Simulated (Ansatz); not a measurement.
Geometry optimisation, RKS CAM-B3LYP-D4/STO-3G in Ansatz 0.2.0.

Input:

```yaml
crystal:
  periodic: [false, false, false]
  atoms:
    - { symbol: "N", position_ang: [-0.0515, -1.7005, 1.0199] }
    - { symbol: C, position_ang: [0.1384, -0.4113, 0.7725] }
    - { symbol: O, position_ang: [0.5936, 0.3132, 1.7791] }
    - { symbol: C, position_ang: [0.0111, 0.3482, -0.5727] }
    - { symbol: O, position_ang: [1.1188, 0.7912, -1.1764] }
    - { symbol: O, position_ang: [-0.7892, -0.4175, -1.4926] }
    - { symbol: F, position_ang: [-0.7926, 1.4561, -0.3907] }
    - { symbol: H, position_ang: [-0.4106, -2.0519, 0.1203] }
    - { symbol: H, position_ang: [0.7148, -0.2826, 2.5875] }
    - { symbol: H, position_ang: [1.0856, 1.7529, -0.9559] }
    - { symbol: H, position_ang: [-1.553, 0.1452, -1.6703] }
basis:
  gaussian: { orbitals: STO-3G }
hamiltonian:
  xc: cam_b3lyp
  dispersion: d4
relax:
  f_tol: 0.02
  max_steps: 50
```

Run as:

```bash
$ ansatz run input.yaml --threads 1 --pin off --max-ram 2048MiB --backend cpu --events-out ev --progress --plain --runs-dir out
```

Where does it end, and by what steps?

It converged. Limits of this set-up: minimal basis. After 16 steps the energy has fallen by 1.241 eV; H11 moved furthest, 0.96 Å.

```
step  energy less start (eV)  largest force component (eV/Å)  accepted
   0                  0.0000                           5.223       yes
   1                 -0.9209                           1.798       yes
   2                 -0.9874                           1.119       yes
   3                 -1.0428                           0.795       yes
   4                 -1.0953                           0.376       yes
   5                 -1.1333                           0.521       yes
   6                 -1.1434                           1.039       yes
   7                 -1.1939                           0.442       yes
   8                 -1.2093                           0.462       yes
   9                 -1.2294                           0.287       yes
  10                 -1.2251                           0.575        no
  11                 -1.2364                           0.163       yes
  12                 -1.2361                           0.223        no
  13                 -1.2396                           0.090       yes
  14                 -1.2407                           0.050       yes
  15                 -1.2409                           0.081       yes
  16                 -1.2412                           0.013       yes
```

```xyz
11
Properties=species:S:1:pos:R:3
N -0.137 -1.626 1.019
C 0.112 -0.366 0.787
O 0.861 0.418 1.669
C -0.315 0.444 -0.499
O 0.820 0.967 -1.242
O -0.984 -0.524 -1.337
F -1.176 1.496 -0.157
H -0.691 -1.936 0.155
H 1.080 -0.246 2.413
H 1.350 1.450 -0.516
H -0.854 -0.133 -2.270
```

Whether the end is a true minimum wasn't checked by a vibrational analysis.

Time of the run: 60 s on 1 thread of Arm Neoverse V2 (shared host), peak memory 0.15 GiB.
